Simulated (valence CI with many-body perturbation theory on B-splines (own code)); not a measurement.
Results of a calculation; reference values are marked as such.
Ladder of approximations for Sr XXIII

Level of theory: configuration interaction combined with many-body perturbation theory (CI+MBPT): six valence electrons over a frozen Dirac-Fock core [Ne], a basis of 9 s, 9 p, 8 d, 6 f, 3 g, 1 h functions for each j, with the one-electron correlation potential Σ1, the two-electron term Σ2, the three-electron term Σ3, Breit, model QED; selected CI, second order for the rest, scaled by the run's own slope (own B-spline code, finite nucleus).

No measured levels were compared; by estimate levels of excited configurations hold to 0.05 to 0.15 % of their energy, terms of the ground configuration to about 0.5 %. Among the levels kept, up to 1500 cm⁻¹ of a level comes from second order outside the variational space, and about a tenth of that is noise between levels of different J, which matters for small intervals.

Each rung adds one term. CI alone is the Dirac-Coulomb CI over the frozen core; QED comes last and gives the full result, which names the levels. Energies are above 3s2 3p4 3P_2 on the same rung, in cm⁻¹.

Names give the largest LS component (configuration and term), which can be under half, so a name can repeat, a term be missing and a line seem to break the LS rules; names also repeat where a configuration has a term twice. Letters in brackets count levels of one name in rising energy.

```csv
Level,CI alone,+ Σ1,+ Σ2,+ Σ3,+ Breit,Full
3s2 3p4 3P_0,54412,54450,54278,54074,54108,54116
3s2 3p4 3P_1,105698,105957,106192,106226,104385,104627
3s2 3p4 1D_2,144871,145137,145154,145000,142866,143094
3s2 3p4 1S_0,282683,283179,283259,282923,279310,279714
3s 3p5 3P°_2,619368,618472,618240,619168,618648,616584
3s 3p5 3P°_1,667041,666179,665755,666567,665652,663806
3s 3p5 3P°_0,726259,725548,725545,726312,724162,722601
3s2 3p3 3d 5D°_2 [a],766455,765401,763956,763312,761573,761363
3s2 3p3 3d 5D°_3 [a],771030,770047,768684,768075,765542,765380
3s2 3p3 3d 5D°_0,777197,776232,775017,774589,772887,772486
3s2 3p3 3d 5D°_1,781016,780060,778756,778267,776116,775847
3s2 3p3 3d 5D°_4,790397,789589,788281,787681,784075,783980
3s 3p5 1P°_1,801876,801191,800059,800530,797844,796600
3s2 3p3 3d 5D°_2 [b],811674,810829,809288,808644,805665,805530
3s2 3p3 3d 5D°_3 [b],856253,855459,854111,853303,849666,849633
3s2 3p3 3d 3D°_1 [a],862426,861643,860238,859534,855917,855889
3s2 3p3 3d 3F°_2 [a],865120,864273,862811,862168,858784,858751
3s2 3p3 3d 1S°_0,869925,869106,867521,866963,863662,863619
3s2 3p3 3d 3F°_3 [a],879932,879130,877698,876996,872859,872857
3s2 3p3 3d 3G°_3,892294,891536,889931,888931,885368,885333
3s2 3p3 3d 3G°_4,900570,899881,898563,897692,892919,892955
3s2 3p3 3d 3F°_4 [a],919947,919281,917819,916828,912292,912315
3s2 3p3 3d 3D°_1 [b],932545,931685,929643,928041,925765,925527
3s2 3p3 3d 1G°_4,935373,934644,933262,932104,927430,927458
3s2 3p3 3d 3G°_5,943843,943248,941936,940805,935163,935235
3s2 3p3 3d 1D°_2,955520,954727,952886,951679,948066,948032
3s2 3p3 3d 3P°_1 [a],981105,980404,977926,976595,972873,972733
3s2 3p3 3d 3P°_0,983165,982486,980778,979576,975548,975533
3s2 3p3 3d 3D°_2,1000170,999571,998009,996471,992280,992312
3s2 3p3 3d 3F°_3 [b],1014470,1013860,1011980,1010570,1005680,1005750
3s2 3p3 3d 3F°_2 [b],1014840,1014170,1011520,1010010,1005850,1005810
```

Question: How does the ionisation energy move along the ladder, and which term matters most?

Answer: CI alone 1039.7, + Σ1 1040.5, + Σ2 1040.5, + Σ3 1040.1, + Breit 1039.6, + QED 1039.6 eV. The largest step is Σ1, 0.7 eV. NIST lists 1038 ± 1.5 eV (semi-empirical).
